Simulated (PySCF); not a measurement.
## Correlation energy of Tc⁺ (technetium, charge +1)

[Kr] 4d6, high-spin 5D determinant (an excited configuration). All numbers are calculated (PySCF 2.14, scalar relativity by spin-free X2C-1e, in x2c-TZVPPall (8s6p6d2f1g, 79 functions)). Frozen: [Ar] 3d10; 14 electrons correlated.

| level | correlation energy (mhartree) |
| --- | --- |
| CCSD | -396.97 |
| (T) | -10.90 |
| CCSD(T) | -407.87 |

Diagnostics: T1 = 0.0051, D1 = 0.0141, largest double amplitude 0.031.

Cost of the coupled-cluster step: of the order of 11 core-seconds, for 14 correlated electrons.

This basis was not built for core-valence correlation, so the inner-shell part is incomplete.
